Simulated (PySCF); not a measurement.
**Electronic structure of La (lanthanum, neutral) at the MN15 level**

Configuration: [Xe] 5d1 6s2, 2D determinant. All numbers are calculated (PySCF 2.14, a scalar-relativistic core potential, in def2-SVP with the def2 core potential (46 electrons) (6s3p2d1f, 32 functions)).

```
Total energy                                                  : -31.4383 hartree
One-electron energy                                           : -51.6951 hartree
Hartree (Coulomb) energy                                      : 24.3519 hartree
Exchange-correlation energy                                   : -4.0951 hartree
⟨S²⟩                                                          : 0.8047
⟨L²⟩                                                          : 6.276
Sum of ⟨r⟩                                                    : 26.19 bohr
Sum of ⟨r²⟩                                                   : 83.67 bohr²
Traceless quadrupole moment −½Σ⟨3z² − r²⟩ along its main axis : 0.523 e·bohr²
Time after the integrals                                      : 0.87 s of wall time on 1 thread of Neoverse-V2 (shared host)
```

```csv
shell,electrons,mean orbital energy (hartree),spread (hartree),"rms radius, mean of both spins (bohr)"
5s α,1,-1.60172,0,1.67
5s β,1,-1.58679,0,1.67
5p α,3,-0.92063,0.00130,1.94
5p β,3,-0.90728,0.02579,1.94
6s α,1,-0.17733,0,4.71
6s β,1,-0.17561,0,4.71
5d α,1,-0.16349,0,3.32
```

Energies and moments cover only the electrons outside the core potential. Spin-orbit coupling, absent here, splits the open shell strongly.
